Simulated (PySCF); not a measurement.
Polarisability and C₆ of Ga²⁺ (gallium, charge +2)

[Ar] 3d10 4s1, 2S determinant. Calculation: PySCF 2.14, in aug-cc-pVTZ-DK; the spin-free X2C one-electron Hamiltonian (Gaussian nucleus). Coupled (time-dependent) response in atomic units; α is the mean over directions.

| method | mean α (bohr³) | C₆ (like pair) | S(−4) |
| --- | --- | --- | --- |
| B3LYP | 9.511 | 26.81 | 76.23 |

S(−4) is the Cauchy moment in α(ω) = α(0) + S(−4) ω² + …

α(iu) at B3LYP:

| u (hartree) | α(iu) (bohr³) |
| --- | --- |
| 0 | 9.511 |
| 0.0500 | 9.324 |
| 0.100 | 8.812 |
| 0.200 | 7.273 |
| 0.300 | 5.724 |
| 0.500 | 3.608 |
| 0.750 | 2.288 |
| 1.00 | 1.614 |
| 1.50 | 0.9591 |
| 2.00 | 0.6451 |
| 3.00 | 0.3498 |
| 5.00 | 0.1477 |

A single London oscillator, α(iu) = α/(1 + u²/ω²), gives C₆ = (3/4) ω α². Matching the computed C₆ needs ω = 4 × 26.81 / (3 × 9.511²) = 0.395 hartree.

For an ion, C₆ is the dispersion term alone; charge-induced terms of lower order in 1/R come first.
